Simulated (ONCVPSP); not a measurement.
# Reading a pseudo-wave (hydrogen)

Columns: radius, all-electron u(r) and pseudo u(r) of the 1s shell (level -6.49 eV) of hydrogen in the configuration 1s1; PBE, scalar-relativistic, ONCV scheme, ONCVPSP 4.0.1.

| r (bohr) | all-electron | pseudo |
| --- | --- | --- |
| 0.080 | 0.1417 | 0.1189 |
| 0.160 | 0.2611 | 0.2327 |
| 0.240 | 0.3610 | 0.3371 |
| 0.320 | 0.4436 | 0.4287 |
| 0.400 | 0.5112 | 0.5058 |
| 0.480 | 0.5658 | 0.5678 |
| 0.560 | 0.6090 | 0.6156 |
| 0.640 | 0.6424 | 0.6508 |
| 0.720 | 0.6673 | 0.6754 |
| 0.800 | 0.6849 | 0.6915 |
| 0.880 | 0.6963 | 0.7009 |
| 0.960 | 0.7022 | 0.7051 |
| 1.040 | 0.7036 | 0.7052 |
| 1.120 | 0.7011 | 0.7018 |
| 1.200 | 0.6954 | 0.6956 |
| 1.280 | 0.6869 | 0.6869 |
| 1.360 | 0.6761 | 0.6761 |
| 1.440 | 0.6634 | 0.6634 |
| 1.520 | 0.6491 | 0.6491 |
| 1.600 | 0.6337 | 0.6337 |
| 1.680 | 0.6172 | 0.6172 |
| 1.760 | 0.6001 | 0.6001 |
| 1.840 | 0.5823 | 0.5823 |
| 1.920 | 0.5643 | 0.5643 |
| 2.000 | 0.5460 | 0.5460 |
| 2.080 | 0.5276 | 0.5276 |

(1) How many radial nodes do the two functions have?

(2) At about which radius was the pseudo-wave matched?

(3) Where does each function peak?

(4) Is the pseudo-wave norm-conserving?

Answers

(1) The all-electron 1s function has n − l − 1 = 0; the pseudo-wave has 0.

(2) 1.50 bohr. The columns agree to 0.0005 from 1.20 bohr on; several derivatives are matched, so the curves merge somewhat inside the radius.

(3) Outermost all-electron maximum near 1.04 bohr, pseudo maximum near 1.04 bohr (to the table’s step).

(4) Yes: the ONCV scheme keeps the norm inside the radius equal to the all-electron one, which fixes the energy derivative of the logarithmic derivative at the level.
